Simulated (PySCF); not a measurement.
Mapped SMILES: `[CH3:1][C:2]([CH3:3])([CH3:4])[S:5](=[O:6])(=[O:7])[Cl:8]`; H(Xn) means a hydrogen on atom n.

Geometry: PBE0-D3(BJ)/def2-SVP; GIAO shifts from PySCF 2.14.0 with density-fitted response routines, gas phase, non-relativistic, averaged over equivalent atoms.

At PBE0/def2-SVP (165 basis functions, 24 s wall time on 1 thread of an Arm Neoverse V1, shared host):
| atoms | δ (ppm) |
| --- | --- |
| C2 | 77.8 |
| C1/C3/C4 | 23.7 |
| S5 | 399.0 |
| O6/O7 | 295.9 |
| Cl8 | 504.3 |
| H(C1)/H(C3)/H(C4) | 1.36 |

Referencing at the same level of theory: ¹³C (σ = 193.72 ppm) and ¹H (σ = 31.34 ppm) against TMS; ³³S (σ = 567.50 ppm) vs CS2; H2O for ¹⁷O (σ = 343.04 ppm); ³⁵Cl (σ = 968.34 ppm) vs HCl.

Estimate the result of repeating the calculation with PBE0/aug-cc-pVDZ.

Results:


| atoms | δ at PBE0/aug-cc-pVDZ | change |
| --- | --- | --- |
| C2 | 82.2 | +4.4 |
| C1/C3/C4 | 23.7 | +0.0 |
| S5 | 386.9 | -12.1 |
| O6/O7 | 284.6 | -11.3 |
| Cl8 | 541.8 | +37.5 |
| H(C1)/H(C3)/H(C4) | 1.63 | +0.27 |

δ = σ(ref) − σ, references computed at the same level: TMS for ¹³C (195.12 ppm), ¹H (31.39 ppm); ³³S (557.74 ppm) vs CS2; ¹⁷O (335.91 ppm) against H2O; ³⁵Cl (967.65 ppm) vs HCl.

The largest change is at Cl8 (chlorine bonded to S). Cost: 273 basis functions, 61 s wall time on 1 thread of an Arm Neoverse V1, shared host.

Unscaled 17O shifts of doubly bonded oxygen tend to come out too high, by tens of ppm or more. Experimental scales use liquid or dissolved standards, which lie at an offset from isolated H2O (liquid H2O: subtract about 36 ppm).
